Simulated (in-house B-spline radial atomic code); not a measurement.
## LDA VWN5 excitations of neutral cadmium

Method: LDA VWN5. Computed with an all-electron radial atomic-structure program (B-spline basis): linear response of the closed shell [Kr] 4d10 5s2 with the functional's adiabatic kernel; scalar-relativistic (spin-free one-electron X2C), finite nucleus, no spin-orbit coupling, no double excitations, S, P, D and F terms only; shells from n = 3 respond. Only terms of natural parity with L up to 3 were computed.

Command:
```bash
python run_td.py task.json out
```
Settings (radii: box in bohr, nucleus in fm):
```
Z                        48
electrons                48
configuration            [Kr] 4d10 5s2
hamiltonian              x2c
method                   lda,vwn
box_radius               2.5
wall_radius              2.5
rms_radius               4.6087
intervals                63
```

Run time, properties included: 0.4 s on 1 thread of AMD EPYC 9R45 96-Core Processor (Zen 5) (shared host).

Confined states, up to the first strongly mixed one, which can leave gaps near the end. Labels give the largest channel, * marks a mixed state, and oscillator strengths are full-response dipole values. Semilocal kernels can invert the small singlet-triplet splittings of Rydberg terms. Energies in eV:

```
      state  full response  Tamm-Dancoff  oscillator strength
 5s → 5p 3P         16.986        17.040                    -
 5s → 5p 1P         20.831        21.534                0.836
 5s → 4f 3F              ?             ?                    -
 5s → 4f 1F         26.953        26.977                    -
 4d → 5p 3P          44.45         44.48                    -
 4d → 5p 3F          44.82         44.84                    -
 4d → 5p 1F          45.84         45.85                    -
 4d → 5p 1P          47.66         47.87                0.993
 5s → 5d 3D          51.12         51.13                    -
 4d → 4f 3P          52.00         52.05                    -
 4d → 4f 3F          52.98         53.01                    -
 5s → 5d 1D          53.23         53.32                    -
 4d → 4f 1F          55.43         55.53                    -
 4d → 4f 1P          70.84         75.28                 13.6
 4d → 5d 3S              ?             ?                    -
 4d → 5d 3D          78.70         78.71                    -
 4d → 5d 1D          80.37         80.41                    -
4d → 5d 1S*          89.10         89.86                    -
 5s → 5f 3F          96.88         96.89                    -
 5s → 5f 1F          97.71         97.73                    -
 4p → 5p 3S          99.68         99.70                    -
 4p → 5p 3D         100.23        100.24                    -
```

Task: Where does 5s → 4f 3F lie?

Result: At 25.646 eV in full response, 25.678 eV in Tamm-Dancoff.

Task: Where does 4d → 5d 3S lie?

Result: At 76.91 eV in full response, 76.97 eV in Tamm-Dancoff.

Task: How large is the singlet-triplet splitting of 5s → 5p (P terms) in Tamm-Dancoff?

Result: 4.49 eV, from the unrounded values.

Task: What polarisabilities and dispersion coefficient does the method give?

Result: Dipole 3.834 bohr³, quadrupole 4.694 bohr⁵, C6 18.36 hartree·bohr⁶ for two such species.
